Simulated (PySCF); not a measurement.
ammonium (H4N+), SMILES [NH4+], charge +1. Atoms are numbered in the order given.

```xyz
5

N      0.0000     0.0000     0.0000
H      0.5912    -0.5912    -0.5912
H     -0.5912    -0.5912     0.5912
H     -0.5912     0.5912    -0.5912
H      0.5912     0.5912     0.5912
```
Charge +1, spin multiplicity 1.

Coordinates come from a r2SCAN-D4/def2-TZVPD optimisation.

All values below come from PBE0/pcJ-1 in PySCF.

Isotropic couplings with Fermi-contact, spin-dipole and both spin-orbit terms, one fixed conformer, no vibrational averaging. Isotopes: 14N, 1H.

Computed spin–spin coupling constants:
```csv
pair,bonds apart,J (Hz)
N1–H2,1,55.0
N1–H3,1,55.0
N1–H4,1,55.0
N1–H5,1,55.0
H2–H3,2,-13.5
H2–H4,2,-13.5
H2–H5,2,-13.5
H3–H4,2,-13.5
H3–H5,2,-13.5
H4–H5,2,-13.5
```
